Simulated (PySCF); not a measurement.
# How the method changes the shape and vibrations of BClGeH2N

These are calculations, not measurements. They come from PySCF 2.14.0, an open-source quantum chemistry program, on an isolated molecule that a program drew, which may never have been made. The molecule is BClGeH2N (charge 0, doublet), drawn as the SMILES string `ClB=[N][GeH2]`.

The geometry was optimised and harmonic frequencies were computed with HF and MP2, all in the cc-pV(D+d)Z basis, for the commonest isotopes, with a restricted reference for singlets and an unrestricted one otherwise, and a frozen core in MP2. Germanium has the cc-pVDZ-PP basis, with a core potential (ECP10MDF) in place of its 10 inner electrons, and its 3s, 3p and 3d shells are frozen in MP2. Each result is a local minimum of its method.

Geometry at the HF minimum:
```xyz
6
BClGeH2N, angstrom
Cl   -0.8376    2.5917   -0.0809
B     0.2418    1.7556    0.9405
N     1.0246    1.1561    1.6919
Ge    2.1985    0.1400    2.6335
H     3.4161    1.0016    2.9989
H     1.4939   -0.3941    3.8893
```

Lengths of the bonds as drawn, in Å (atoms numbered as above):
| bond | HF | MP2 |
|---|---|---|
| Cl1-B2 | 1.705 | 1.706 |
| B2-N3 | 1.240 | 1.271 |
| N3-Ge4 | 1.816 | 1.838 |
| Ge4-H5 | 1.536 | 1.541 |
| Ge4-H6 | 1.536 | 1.541 |

Rotational constants, in GHz:
```
constant,HF,MP2
A,117.2,112.5
B,0.8854,0.8665
C,0.8821,0.8634
```

Harmonic frequencies in cm^-1, each column in rising order, so a row needn't be the same motion in every method:
| rank | HF | MP2 |
|---|---|---|
| 1 | 92 | 82 |
| 2 | 98 | 88 |
| 3 | 360 | 337 |
| 4 | 419 | 353 |
| 5 | 424 | 368 |
| 6 | 704 | 660 |
| 7 | 761 | 711 |
| 8 | 893 | 864 |
| 9 | 924 | 878 |
| 10 | 2112 | ? |
| 11 | 2183 | 2135 |
| 12 | 2193 | 2162 |

**Estimate the missing MP2 frequency from the HF column.**

A single factor s that minimises the squared misfit of MP2 against s times HF over the other rows is sum(HF x MP2) / sum(HF^2) = 0.9710, with an rms misfit of 27 cm^-1. For rank 10 it gives 0.9710 x 2112 = 2051 cm^-1. The calculation gives 1965 cm^-1, 86 cm^-1 below the estimate. The drawn bonds are on average 0.9 % longer in MP2 than in HF.
